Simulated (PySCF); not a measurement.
Excitations are Tamm–Dancoff values on a coarser integration grid. The basis has no diffuse functions, so Rydberg states are missing or too high.

Cartesian coordinates (Å):
SMILES: Cl[SiH2][Si]([SiH3])([SiH3])[SiH3]
```xyz
17

Si     1.4869    -1.4110    -1.0875
Si    -0.0023     0.0737    -0.0547
Si     0.9193     0.8331     1.9609
Si    -0.5323     1.8625    -1.4702
Si    -1.9188    -1.1457     0.4862
Cl    -1.2994    -2.6902     1.7385
H      2.7447    -0.6936    -1.4606
H      0.8647    -1.9761    -2.3242
H      1.8152    -2.5239    -0.1468
H      2.1584     1.6245     1.6883
H     -0.0659     1.7033     2.6738
H      1.2619    -0.3360     2.8251
H     -1.5043     2.7792    -0.7986
H      0.7076     2.6285    -1.8031
H     -1.1434     1.3528    -2.7363
H     -2.5660    -1.7532    -0.7136
H     -2.9265    -0.3277     1.2228
```
Charge 0, multiplicity 1.

Problem. Give the T1 excitation (TDA), S1 excitation (TDA) and LUMO at the level ωB97X-D3(BJ)/def2-TZVP // PBE0-D3(BJ)/def2-SVP (PySCF).

Solution. 
```json
{
 "T1 excitation (TDA)": "5.56 eV",
 "S1 excitation (TDA)": "6.18 eV",
 "LUMO": "1.01 eV"
}
```
